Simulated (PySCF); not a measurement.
## Distorted geometries of [La(H2CO)]3+

[La(H2CO)]3+ (singlet). PySCF 2.14.0, RKS B3LYP, La def2-SVP with ECP46, O def2-SVP, C def2-SVP, H def2-SVP; non-relativistic Hamiltonian with scalar-relativistic core potentials where named; density fitting; no spin-orbit coupling. Relaxed geometry:

```xyz
5

La    0.0000    0.0000   -0.3249
O     0.0000    0.0000    1.9192
C     0.0000    0.0000    3.1850
H     0.9682    0.0000    3.7329
H    -0.9682    0.0000    3.7329
```

Question: Order these distorted geometries by energy above the relaxed one, lowest first.
A.
```xyz
5

La   -0.0744   -0.0084   -0.3833
O     0.0134   -0.0175    1.9139
C     0.0231    0.0541    3.1361
H     1.0367    0.0064    3.7521
H    -0.9988   -0.0345    3.8264
```
B.
```xyz
5

La    0.0315   -0.0032   -0.3109
O     0.0613   -0.0208    1.9823
C     0.0288   -0.0024    3.1070
H     0.9069    0.0644    3.8179
H    -1.0285   -0.0380    3.6489
```
C.
```xyz
5

La    0.0712    0.0655   -0.3640
O    -0.0719   -0.0260    1.8908
C    -0.1289   -0.0023    3.2227
H     0.9740    0.0848    3.7544
H    -0.8444   -0.1220    3.7413
```

Answer: A (0.38 eV), B (0.91 eV), C (1.66 eV).

Question: Which forces (eV/Å) act in the one that lies 0.38 eV up?

Answer: 
```
La   0.04 -0.04  0.53
O   -0.20  0.32 -2.76
C   -0.45 -1.23  5.08
H   -1.44  0.43 -1.12
H    2.04  0.52 -1.73
```
Forces carry noise of the integration grid, about 0.01 to 0.03 eV/Å.
